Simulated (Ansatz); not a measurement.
Start from `F[SiH2]C(F)S` and change one atom or group to get `FC(S)S`.

Ansatz, PBE0-D4/def2-TZVP geometries, multiplicity 1. Each molecule was computed in one conformer, which needn't be the lowest.

```
                                        property  `F[SiH2]C(F)S`
           HOMO energy (ωB97M-V/def2-TZVPP) / eV           -9.93
            HOMO–LUMO gap (PBE0/def2-TZVPP) / eV            7.40
              HOMO energy (PBE0/def2-TZVPP) / eV           -7.72
               LUMO energy (PBE/def2-TZVPP) / eV           -1.22
           LUMO energy (ωB97M-V/def2-TZVPP) / eV            1.49
size of the dipole moment (B3LYP/def2-TZVPP) / D            0.63
```

Task: Give the same properties after the change, and the shifts. (An estimate is asked.)

Result: Computed: 
| property | `FC(S)S` | shift |
| --- | --- | --- |
| HOMO energy (ωB97M-V/def2-TZVPP) / eV | -9.63 | 0.30 |
| HOMO–LUMO gap (PBE0/def2-TZVPP) / eV | 7.09 | -0.31 |
| HOMO energy (PBE0/def2-TZVPP) / eV | -7.42 | 0.30 |
| LUMO energy (PBE/def2-TZVPP) / eV | -1.31 | -0.09 |
| LUMO energy (ωB97M-V/def2-TZVPP) / eV | 1.62 | 0.13 |
| size of the dipole moment (B3LYP/def2-TZVPP) / D | 2.25 | 1.62 |

Dipoles are sizes alone; their direction can turn.

B3LYP here is the variant with VWN-RPA as its local correlation; programs differ in this.
